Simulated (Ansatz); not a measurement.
C2H6INSi, singlet, geometry from GFN2-xTB (all electrons, no relativity), with bond 8-4 at 2.4 times its length; SC-NEVPT2/STO-3G, CASSCF(4,4) (Ansatz, a quantum-chemistry and plane-wave program).

Ansatz was given this input:
Ansatz 0.2 input:
```yaml
crystal:
  periodic: [false, false, false]
  atoms:
    - {symbol: Si, position_ang: [-0.49195453, -0.48920012, 1.22678545]}
    - {symbol: I, position_ang: [0.52761544, 1.25132215, -0.27001237]}
    - {symbol: N, position_ang: [-0.72520664, -1.83778484, 0.20154770]}
    - {symbol: C, position_ang: [-1.30761325, -3.01436061, 0.79416210]}
    - {symbol: C, position_ang: [-0.44260902, -2.03835228, -1.19618646]}
    - {symbol: H, position_ang: [-2.24482232, -3.27462294, 0.29037495]}
    - {symbol: H, position_ang: [-0.62706126, -3.86780058, 0.70257605]}
    - {symbol: H, position_ang: [-1.80407154, -2.60907122, 3.32583781]}
    - {symbol: H, position_ang: [0.25523133, -2.87302575, -1.32647531]}
    - {symbol: H, position_ang: [-1.36344013, -2.27951430, -1.73890837]}
    - {symbol: H, position_ang: [-0.00391161, -1.15004719, -1.63962260]}
basis:
  gaussian:
    orbitals: STO-3G
magnetization: {spin_polarized: false}
correlation: {method: sc_nevpt2, electrons: all, active_space: {window: {electrons: 4, orbitals: 4}}}
```

Q: Write the output that Ansatz gives for this input, abridged.

A: 
```
Functional definition: HF
674 factors; integrals over basis functions are off by at most 3.6e-5 eV
mean field evaluation 1: about -197767.8665 eV, gradient 2.6e1 eV
mean field evaluation 2: about -197768.0237 eV, gradient 2.6e1 eV
mean field evaluation 4: about -197773.0943 eV, gradient 2.8e0 eV
mean field evaluation 8: about -197773.1403 eV, gradient 2.1e-4 eV
mean field evaluation 16: about -197769.0030 eV, gradient 4.4e-1 eV
mean field -197773.13642503 eV, -7268.0287081732 hartree, gradient 1.1e-6 eV, S^2 0.000000; 1 other end points of the search recorded, 0 dependent functions left out; unrestricted orbitals would lower it
reference -197773.13642503 eV, -7268.0287081732 hartree; 46, 46 occupied and 11, 11 virtual orbitals, 674 factors
state -197778.48265395 eV, -7268.2251784621 hartree
state -197778.48265395 eV, -7268.2251784621 hartree; corrected -197783.10920466 eV, -7268.3952010650 hartree
state -197778.34370901 eV, -7268.2200723300 hartree
state -197778.34370901 eV, -7268.2200723300 hartree; corrected -197783.01401225 eV, -7268.3917028081 hartree
state -197778.48265395 eV, -7268.2251784621 hartree; corrected -197783.10920466 eV, -7268.3952010650 hartree
2 active orbitals were swapped for others, from the solution at -197778.34362300 eV, -7268.2200691689 hartree to that at -197778.48259480 eV, -7268.2251762886 hartree; typed "places" are swapped only where nearly empty or full, and so, without "given_window_search", are "orbital_numbers", "shells" and a window whose orbitals a file names under [Active]
Total energy: -197783.10920466 eV, -7268.3952010650 hartree
```
